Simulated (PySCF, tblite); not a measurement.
Isomers of [C6H9P2]- (charge -1), one GFN2-xTB conformer each. Single-point energies are computed at PBE0/pcSseg-1 (PySCF, gas phase, no added dispersion term), electronic only.

| SMILES | GFN2-xTB relative energy (kcal/mol) |
| --- | --- |
| CC(C)c1c[p-]cp1 | 0.0 |
| CC(C)c1pcc[p-]1 | 1.0 |

Conformers: `[CH3:1][CH:2]([CH3:3])[c:4]1[cH:5][p-:6][cH:7][p:8]1` (charge -1) with C1–C2–C4–C5 -61°; `[CH3:1][CH:2]([CH3:3])[c:4]1[p:5][cH:6][cH:7][p-:8]1` (charge -1) with C1–C2–C4–P5 -61°.

What does PBE0/pcSseg-1 give for the same structures?

```csv
SMILES,PBE0/pcSseg-1 E (Eh),PBE0/pcSseg-1 (kcal/mol),GFN2-xTB (kcal/mol),point group
CC(C)c1c[p-]cp1,-916.20153,0.0,0.0,Cs
CC(C)c1pcc[p-]1,-916.19974,1.1,1.0,Cs
```

Both levels put the same isomer lowest. Neighbours under 5.0 kcal/mol apart (CC(C)c1c[p-]cp1 and CC(C)c1pcc[p-]1) can change places with a better method, another conformer or zero-point energy.

What happens when harmonic zero-point energies from GFN2-xTB frequencies are added?

```json
{"SMILES": "CC(C)c1c[p-]cp1", "ZPE (kcal/mol)": "82.9", "electronic (kcal/mol)": "0.0", "with ZPE (kcal/mol)": "0.0"}
{"SMILES": "CC(C)c1pcc[p-]1", "ZPE (kcal/mol)": "82.7", "electronic (kcal/mol)": "1.1", "with ZPE (kcal/mol)": "1.0"}
```

The zero-point energies span 0.2 kcal/mol. The order is unchanged.

As an exercise, what shares would exp(−E/RT) give at 298.15 K from these electronic energies alone (no entropy, no degeneracies)?

RT = 0.592 kcal/mol: CC(C)c1c[p-]cp1 87.0 %, CC(C)c1pcc[p-]1 13.0 %.
